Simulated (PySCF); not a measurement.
Species: C₄H₈OSi₂.
Atom-mapped SMILES: `[SiH3:1][SiH2:2][c:3]1[cH:4][cH:5][cH:6][o:7]1` (hydrogens: H8, H9, H10 on Si1; H11, H12 on Si2; H13 on C4; H14 on C5; H15 on C6)

The same species was optimised twice, with GFN2-xTB and with PBE0-D3(BJ)/def2-SVP (PySCF), and the same property calculations (PySCF, gas phase) were run on both structures.

```json
{"coordinate": "Si1–Si2 (Å)", "GFN2-xTB": "2.313", "PBE0-D3(BJ)/def2-SVP": "2.346", "change": "+0.033"}
{"coordinate": "C4–C5 (Å)", "GFN2-xTB": "1.413", "PBE0-D3(BJ)/def2-SVP": "1.427", "change": "+0.014"}
{"coordinate": "C3–O7 (Å)", "GFN2-xTB": "1.357", "PBE0-D3(BJ)/def2-SVP": "1.364", "change": "+0.007"}
{"coordinate": "Si2–C3 (Å)", "GFN2-xTB": "1.874", "PBE0-D3(BJ)/def2-SVP": "1.868", "change": "-0.006"}
{"coordinate": "C3–C4 (Å)", "GFN2-xTB": "1.368", "PBE0-D3(BJ)/def2-SVP": "1.372", "change": "+0.004"}
{"coordinate": "C6–O7 (Å)", "GFN2-xTB": "1.340", "PBE0-D3(BJ)/def2-SVP": "1.344", "change": "+0.004"}
{"coordinate": "C5–C6 (Å)", "GFN2-xTB": "1.361", "PBE0-D3(BJ)/def2-SVP": "1.364", "change": "+0.003"}
{"coordinate": "Si2–C3–O7 (°)", "GFN2-xTB": "117.1", "PBE0-D3(BJ)/def2-SVP": "118.5", "change": "+1.4"}
{"coordinate": "Si2–C3–C4 (°)", "GFN2-xTB": "133.9", "PBE0-D3(BJ)/def2-SVP": "132.7", "change": "-1.2"}
{"coordinate": "C3–O7–C6 (°)", "GFN2-xTB": "107.7", "PBE0-D3(BJ)/def2-SVP": "108.2", "change": "+0.5"}
{"coordinate": "C4–C3–O7 (°)", "GFN2-xTB": "109.0", "PBE0-D3(BJ)/def2-SVP": "108.8", "change": "-0.2"}
{"coordinate": "Si1–Si2–C3 (°)", "GFN2-xTB": "110.0", "PBE0-D3(BJ)/def2-SVP": "109.8", "change": "-0.2"}
{"coordinate": "C5–C6–O7 (°)", "GFN2-xTB": "110.7", "PBE0-D3(BJ)/def2-SVP": "110.6", "change": "-0.1"}
{"coordinate": "C4–C5–C6 (°)", "GFN2-xTB": "105.7", "PBE0-D3(BJ)/def2-SVP": "105.6", "change": "-0.1"}
{"coordinate": "C3–C4–C5 (°)", "GFN2-xTB": "106.9", "PBE0-D3(BJ)/def2-SVP": "106.9", "change": "0.0"}
{"coordinate": "Si1–Si2–C3–C4 (°)", "GFN2-xTB": "-115", "PBE0-D3(BJ)/def2-SVP": "-118", "change": "-3"}
```

Rotational constants: A = 4105, B = 957.5, C = 875.8 MHz (GFN2-xTB) against A = 4041, B = 953.8, C = 864.7 MHz (PBE0-D3(BJ)/def2-SVP). Point groups within 0.08 Å: C1 and C1.

On the GFN2-xTB structure: lowest singlet, TDDFT (eV) 5.80 [wB97X-D/def2-SVPD]; lowest triplet, Tamm–Dancoff (eV) 3.93 [wB97X-D/def2-SVPD]; isotropic polarisability (au) 105.2 [wB97X-D/def2-SVPD]; HOMO (eV) -8.46 [wB97X-D/def2-SVPD]; LUMO (eV) 1.34 [wB97X-D/def2-SVPD]; dipole (D) 0.94 [wB97X-D/def2-SVPD]; HOMO (eV) -6.69 [PBE0/pcSseg-1]; LUMO (eV) -0.31 [PBE0/pcSseg-1]; dipole (D) 0.93 [PBE0/pcSseg-1]; GIAO shielding of Si1 (ppm) 467.3 [PBE0/pcSseg-1]; GIAO shielding of Si2 (ppm) 437.4 [PBE0/pcSseg-1]; GIAO shielding of C3 (ppm) 33.5 [PBE0/pcSseg-1]; GIAO shielding of C4 (ppm) 57.0 [PBE0/pcSseg-1]; GIAO shielding of C5 (ppm) 69.9 [PBE0/pcSseg-1]; GIAO shielding of C6 (ppm) 32.4 [PBE0/pcSseg-1]; GIAO shielding of O7 (ppm) 12.7 [PBE0/pcSseg-1].

Question: What do these properties become on the PBE0-D3(BJ)/def2-SVP structure?

Answer: 
```json
{"property": "lowest singlet, TDDFT (eV)", "level": "wB97X-D/def2-SVPD", "on GFN2-xTB": "5.80", "on PBE0-D3(BJ)/def2-SVP": "5.77", "change": "-0.03"}
{"property": "lowest triplet, Tamm–Dancoff (eV)", "level": "wB97X-D/def2-SVPD", "on GFN2-xTB": "3.93", "on PBE0-D3(BJ)/def2-SVP": "3.91", "change": "-0.02"}
{"property": "isotropic polarisability (au)", "level": "wB97X-D/def2-SVPD", "on GFN2-xTB": "105.2", "on PBE0-D3(BJ)/def2-SVP": "107.8", "change": "+2.6"}
{"property": "HOMO (eV)", "level": "wB97X-D/def2-SVPD", "on GFN2-xTB": "-8.46", "on PBE0-D3(BJ)/def2-SVP": "-8.50", "change": "-0.04"}
{"property": "LUMO (eV)", "level": "wB97X-D/def2-SVPD", "on GFN2-xTB": "1.34", "on PBE0-D3(BJ)/def2-SVP": "1.26", "change": "-0.08"}
{"property": "dipole (D)", "level": "wB97X-D/def2-SVPD", "on GFN2-xTB": "0.94", "on PBE0-D3(BJ)/def2-SVP": "1.07", "change": "+0.13"}
{"property": "energy, GFN2-xTB geometry as zero (kcal/mol)", "level": "wB97X-D/def2-SVPD", "on GFN2-xTB": "0.0", "on PBE0-D3(BJ)/def2-SVP": "-2.2", "change": "-2.2"}
{"property": "HOMO (eV)", "level": "PBE0/pcSseg-1", "on GFN2-xTB": "-6.69", "on PBE0-D3(BJ)/def2-SVP": "-6.74", "change": "-0.05"}
{"property": "LUMO (eV)", "level": "PBE0/pcSseg-1", "on GFN2-xTB": "-0.31", "on PBE0-D3(BJ)/def2-SVP": "-0.39", "change": "-0.08"}
{"property": "dipole (D)", "level": "PBE0/pcSseg-1", "on GFN2-xTB": "0.93", "on PBE0-D3(BJ)/def2-SVP": "1.07", "change": "+0.14"}
{"property": "energy, GFN2-xTB geometry as zero (kcal/mol)", "level": "PBE0/pcSseg-1", "on GFN2-xTB": "0.0", "on PBE0-D3(BJ)/def2-SVP": "-1.8", "change": "-1.8"}
{"property": "GIAO shielding of Si1 (ppm)", "level": "PBE0/pcSseg-1", "on GFN2-xTB": "467.3", "on PBE0-D3(BJ)/def2-SVP": "458.3", "change": "-9.0"}
{"property": "GIAO shielding of Si2 (ppm)", "level": "PBE0/pcSseg-1", "on GFN2-xTB": "437.4", "on PBE0-D3(BJ)/def2-SVP": "433.6", "change": "-3.8"}
{"property": "GIAO shielding of C3 (ppm)", "level": "PBE0/pcSseg-1", "on GFN2-xTB": "33.5", "on PBE0-D3(BJ)/def2-SVP": "33.0", "change": "-0.5"}
{"property": "GIAO shielding of C4 (ppm)", "level": "PBE0/pcSseg-1", "on GFN2-xTB": "57.0", "on PBE0-D3(BJ)/def2-SVP": "53.8", "change": "-3.2"}
{"property": "GIAO shielding of C5 (ppm)", "level": "PBE0/pcSseg-1", "on GFN2-xTB": "69.9", "on PBE0-D3(BJ)/def2-SVP": "68.5", "change": "-1.4"}
{"property": "GIAO shielding of C6 (ppm)", "level": "PBE0/pcSseg-1", "on GFN2-xTB": "32.4", "on PBE0-D3(BJ)/def2-SVP": "31.0", "change": "-1.4"}
{"property": "GIAO shielding of O7 (ppm)", "level": "PBE0/pcSseg-1", "on GFN2-xTB": "12.7", "on PBE0-D3(BJ)/def2-SVP": "10.7", "change": "-2.0"}
```

The heavy atoms differ by 0.023 Å rms after alignment. Among bonds between heavy atoms Si1–Si2 changes most (+0.033 Å). Changes are differences of the printed values. Neither structure is proved a minimum here.

Conformer computed: `[SiH3:1][SiH2:2][c:3]1[cH:4][cH:5][cH:6][o:7]1`: Si1–Si2–C3–C4 -118°.

The pairwise dispersion term of wB97X-D wasn't added to the energies; at a given geometry it leaves orbitals and properties as they are.
